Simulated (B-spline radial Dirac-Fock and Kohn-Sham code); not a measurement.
# Re⁵⁺: scattering cross sections and density moments

System: the Re⁵⁺ ion, [Xe] 4f14 5d2.

Input of the calculation (task.json; shells as n, l, electrons):

```json
{"items": [{
  "Z": 75,
  "q": 5,
  "cfg": [[1, 0, 2], [2, 0, 2], [2, 1, 6], [3, 0, 2], [3, 1, 6], [3, 2, 10], [4, 0, 2], [4, 1, 6], [4, 2, 10], [4, 3, 14], [5, 0, 2], [5, 1, 6], [5, 2, 2]],
  "A": 187,
  "rrms": 5.3698,
  "do": ["scatter"],
  "s": [0.0, 0.07, 0.08, 0.11, 0.13, 0.17, 0.21, 0.26, 0.33, 0.42, 0.52, 0.66, 0.82, 1.03, 1.29, 1.63, 2.04, 2.56, 3.21, 4.03, 5.06, 6.35, 7.97],
  "pz": [0, 0.1, 0.2, 0.3, 0.4, 0.5, 0.6, 0.8, 1.0, 1.2, 1.4, 1.6, 1.8, 2.0, 2.5, 3.0, 4.0, 5.0, 7.0, 10.0, 15.0, 20.0, 30.0, 40.0, 60.0, 100.0],
  "hv_scatter": [1000, 8047.8, 17479.3, 20000, 30000, 100000, 200000, 1000000]
}]}
```

Command: `python xray_run.py task.json out`

Level of theory: Dirac-Fock densities; a B-spline atomic structure program.

* Sum of ⟨r⟩: 32.81 bohr
* Sum of ⟨r²⟩: 28.25 bohr²
* Sum of ⟨1/r⟩: 555.08 per bohr
* Langevin diamagnetic susceptibility: -22.4 × 10⁻⁶ cm³/mol
* Lamb shielding (α²/3)Σ⟨1/r⟩: 9853 ppm

Coherent scattering is the Thomson cross section weighted by f₀², without anomalous dispersion; incoherent scattering is Klein-Nishina weighted by S. The Lamb formula is the non-relativistic shielding expression. Electron correlation is left out.

```tsv
hν (keV)	coherent (b)	incoherent (b)	incoherent per electron (b)
1	3198	0.4343	0.00620
8.0478	1676	9.815	0.140
17.4793	754.9	17.87	0.255
20	639.5	19.40	0.277
30	378.6	23.81	0.340
100	57.32	29.16	0.417
200	16.73	26.38	0.377
1000	0.7855	14.64	0.209
```

Incoherent scattering overtakes coherent scattering between 100 and 200 keV.
